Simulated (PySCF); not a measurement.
Cartesian coordinates in Å; atom numbers follow the order of the lines, from 1:
```xyz
18

C    -3.0327   -0.7519    0.0440
N    -1.6828   -0.2562   -0.0405
C    -1.4888    1.0028   -0.7101
C    -0.6790   -1.0007    0.5076
O    -0.8515   -2.0665    1.0704
C     0.6679   -0.4442    0.3881
C     1.8261   -0.0696    0.3365
B     3.3057    0.3737    0.3209
O     3.7216    1.2584   -0.6142
O     4.1943   -0.1060    1.2321
H    -3.0186   -1.7113    0.5743
H    -3.6765   -0.0420    0.5911
H    -3.4582   -0.8973   -0.9634
H    -2.0402    1.8092   -0.1965
H    -0.4235    1.2639   -0.7258
H    -1.8508    0.9514   -1.7513
H     4.6635    1.4445   -0.5232
H     3.8024   -0.7408    1.8397
```

Geometry: PBE0-D3(BJ)/def2-SVP; GIAO shifts from PySCF 2.14, gas phase, non-relativistic, averaged over equivalent atoms.

At wB97X-D/pcSseg-1 (210 basis functions, 35 s wall time on 1 thread of an Arm Neoverse V2, shared host):
```tsv
atoms	δ (ppm)
C4	156.4
C6	95.3
C7	92.7
C3	37.7
C1	31.8
N2	124.2
O5	428.4
O9/O10	124.6
B8	21.0
H17/H18	4.17
H14/H15/H16	3.14
H11/H12/H13	2.92
```

Shifts are taken against calculated references (same method and geometry level): TMS for 13C (σref 184.54), 1H (σref 31.38); NH3 for 15N (σref 263.98); 17O (σref 333.19) vs H2O; BF3·OEt2 for 11B (σref 101.61).

Q: Predict the values at PBE0/pcSseg-1 on the same geometry.

A: 
```csv
atoms,δ at PBE0/pcSseg-1,change
C4,154.1,-2.3
C6,95.2,-0.1
C7,93.1,+0.4
C3,37.5,-0.2
C1,31.6,-0.2
N2,129.6,+5.4
O5,432.0,+3.6
O9/O10,131.7,+7.1
B8,20.8,-0.2
H17/H18,4.23,+0.06
H14/H15/H16,3.17,+0.03
H11/H12/H13,2.93,+0.01
```

Scale: 13C (σ = 184.41 ppm), 1H (σ = 31.27 ppm) vs TMS; NH3 for 15N (σ = 265.67 ppm); 17O (σ = 334.56 ppm) against H2O; 11B (σ = 100.73 ppm) against BF3·OEt2 (reference shieldings calculated alike).

The largest change is at O9/O10 (oxygen bonded to B, H). Cost: 210 basis functions, 30 s wall time on 1 thread of an Arm Neoverse V2, shared host. The order of the carbon signals is the same at both levels.

A carbon bonded to boron is broadened by the quadrupolar boron nucleus and is often missing from a measured spectrum. Rotation about the amide-type C–N bond is slow at room temperature, so the two groups on nitrogen are listed apart. Unscaled 17O shifts of doubly bonded oxygen tend to come out too high, by tens of ppm or more. Experimental scales use liquid or dissolved standards, which lie at an offset from isolated NH3 (liquid NH3: subtract about 20 ppm) and H2O (liquid H2O: subtract about 36 ppm).
